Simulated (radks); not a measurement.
Species: neutral europium. Configuration: [Xe] 4f7 6s1 6f1 (not the ground configuration).

All-electron calculation, scalar-relativistic Kohn-Sham, PBE, spin-unpolarised, spherical densities, point nucleus. Program: a radial shooting solver on a logarithmic mesh with Libxc functionals.

Energy parts (eV):
total: -295076.63
kinetic: 316152.18
electron-nucleus: -718957.28
Hartree: 114310.31
exchange-correlation: -6581.85

Orbitals (lengths in bohr, moments of r in powers of bohr; <r^-3> diverges for s and p1/2; r(90%) holds 90 % of the orbital's charge):
1s: occ. 2; eigenvalue (eV) -48376.44; r(90%) 0.0403; <r^4> 1.225e-06; <r> 0.02232
2s: occ. 2; eigenvalue (eV) -7948.106; r(90%) 0.147; <r^4> 0.0001960; <r> 0.09511
2p: occ. 6; eigenvalue (eV) -7081.531; <r^-3> 10780; r(90%) 0.137; <r^4> 0.0001459; <r> 0.08389
3s: occ. 2; eigenvalue (eV) -1752.835; r(90%) 0.366; <r^4> 0.007639; <r> 0.2495
3p: occ. 6; eigenvalue (eV) -1483.196; <r^-3> 2246; r(90%) 0.371; <r^4> 0.008001; <r> 0.2480
3d: occ. 10; eigenvalue (eV) -1122.922; <r^-3> 304.0; r(90%) 0.352; <r^4> 0.006421; <r> 0.2259
4s: occ. 2; eigenvalue (eV) -351.9233; r(90%) 0.813; <r^4> 0.1902; <r> 0.5660
4p: occ. 6; eigenvalue (eV) -263.2496; <r^-3> 496.7; r(90%) 0.872; <r^4> 0.2500; <r> 0.5994
4d: occ. 10; eigenvalue (eV) -139.7628; <r^-3> 55.88; r(90%) 0.984; <r^4> 0.4035; <r> 0.6542
5s: occ. 2; eigenvalue (eV) -49.6765; r(90%) 1.99; <r^4> 6.861; <r> 1.381
5p: occ. 6; eigenvalue (eV) -28.7687; <r^-3> 64.43; r(90%) 2.39; <r^4> 14.19; <r> 1.626
4f: occ. 7; eigenvalue (eV) -7.6637; <r^-3> 6.819; r(90%) 1.71; <r^4> 5.927; <r> 0.9674
6s: occ. 1; eigenvalue (eV) -7.3067; r(90%) 5.64; <r^4> 434.2; <r> 3.878
6f: occ. 1; eigenvalue (eV) -0.3671; <r^-3> 0.002565; r(90%) 39.3; <r^4> 1111000; <r> 28.31

The highest occupied level is 6f at -0.367 eV. Summed over all electrons, <r^2> = 967.2 bohr^2, which gives a Langevin (diamagnetic) susceptibility term of -766 x 10^-6 cm^3/mol. The density falls to 0.001 e/bohr^3 at r = 4.52 bohr.
